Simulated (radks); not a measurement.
The numbers below are computed, except where a source is named.
Numerical settings for neutral argon, [Ar]. Code: a radial shooting solver on a logarithmic mesh with Libxc functionals. Model: scalar-relativistic Kohn-Sham, PBE, spin-unpolarised, spherical densities, finite nucleus; Fermi nuclear charge, rms radius 3.4274 fm. The defaults (mesh step 0.008 in ln r, mesh end at 40 bohr or more with all orbitals vanishing there, Anderson mixing 0.5 over 9 steps, residual threshold near 1e-9 with the energy settled to 1e-9 hartree or 1e-11 of itself, here a cap of 81 iterations) give E = -529.2292 hartree and 3p at -10.270 eV in 13 iterations. Run on one thread of a shared host, so times are rough (Arm Neoverse V1): 0.06 s of CPU time, 0.06 s wall, 13 iterations on 2309 mesh points. Changes against that run (0 stands for a change within the tolerance of the run):

\begin{tabular}{lrrrrr}
setting & iterations & converged & E (mhartree) & e(3p) (meV) & CPU (s) \\ \hline
mesh step in ln r 0.012 & 13 & yes & 0 & 0 & 0.04 \\
mesh step in ln r 0.003 & 19 & yes & 0 & 0 & 0.17 \\
mesh step in ln r 0.12 & 81 & no & -2.46e+06 & - & 0.14 \\
mesh end (bohr) 12 & 13 & yes & 0 & +0.0138 & 0.05 \\
mesh end (bohr) 5 & 13 & yes & +18.5 & +603 & 0.05 \\
residual threshold 1e-16 & 81 & no & 0 & 0 & 0.19 \\
residual threshold 0.01 & 9 & yes & 0 & +0.0409 & 0.05 \\
mixing 2.5 & 22 & yes & 0 & 0 & 0.09 \\
linear mixing, mixing 0.05 & 81 & no & +0.0655 & -119 & 0.29 \\
linear mixing, mixing 1 & 81 & no & +345 & -1.06e+04 & 0.34 \\
mixing history 2 & 20 & yes & 0 & 0 & 0.08 \\
iteration cap 8 & 8 & no & 0 & +0.0409 & 0.04 \\
\end{tabular}

Settings that end as converged yet miss the energy by more than 1 mhartree: mesh end (bohr) 5 (+0.0185 hartree). A mesh that ends early acts as a hard wall.
